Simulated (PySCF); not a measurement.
## Xe⁵²⁺: ionisation energy

Xe⁵²⁺ 1s2 (1S) → Xe⁵³⁺ 1s1 (2S), as a difference of total energies. All numbers are calculated (PySCF 2.14, no relativity, point nucleus, in an even-tempered Gaussian basis (15 s from 110 bohr⁻², ratio 2.2; 7 p from 170 bohr⁻², ratio 2.4; 4 d from 520 bohr⁻², ratio 2.4; 3 f from 780 bohr⁻², ratio 2.4; 3 g from 1200 bohr⁻², ratio 2.4)). Correlated levels: nothing frozen; virtual orbitals above 40 to 60 times the deepest correlated orbital energy dropped. The calculations carry no spin-orbit coupling.

| method | ionisation energy (eV) | difference from reference (eV) |
| --- | --- | --- |
| UHF | 38758.8 | -1512.9 |
| LDA | 38700.7 | -1571.0 |
| PBE | 38750.7 | -1521.0 |
| PBE0 | 38753.0 | -1518.7 |
| r2SCAN | 38760.2 | -1511.5 |
| M06 | 38761.2 | -1510.5 |
| revPBE | 38757.3 | -1514.4 |
| MP2 (all electrons) | 38760.1 | -1511.6 |
| SCS-MP2 (all electrons) | 38760.3 | -1511.4 |

Reference: 40271.7 eV (theoretical estimate listed by NIST; NIST Atomic Spectra Database, ionization energies).

The gap to the reference is mostly relativistic.
